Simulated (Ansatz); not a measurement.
Reaction (cleavage of the Si–Si bond): `B[SiH](F)[SiH2]N` + `[SH][GeH3]` → `N[SiH2][S][GeH3]` + `B[SiH2]F`

Program: Ansatz. Geometries: PBE0-D4/def2-TZVP. ΔE: electronic, gas phase. CCSD(T)/CBS adds triple-zeta CCSD(T) − MP2 to the extrapolated MP2 energy (def2 sets, frozen cores). Functionals use def2-TZVPP. For Ge outer-core shells are correlated without core-valence functions, which leaves a few kJ/mol of doubt a bond. Scalar relativity is left out up to krypton. Each species was taken in one conformer, which may not be the lowest.

CCSD(T)/CBS gives -84.6 kJ/mol.

**Question.** Another level gave -64.6 kJ/mol. Which?
A. HF/def2-TZVPP
B. PBE-D4/def2-TZVPP
C. PBE0/def2-TZVPP
D. CCSD/def2-TZVPP

**Answer.** B. PBE-D4 -64.6, CCSD/def2-TZVPP -81.9, HF/def2-TZVPP -90.1, PBE0 -71.1 kJ/mol.

Largest T1 diagnostic among the species: 0.013.

From PBE to PBE0 (25 % exact exchange), in def2-TZVPP and without D4, ΔE moves by −7.9 kJ/mol.
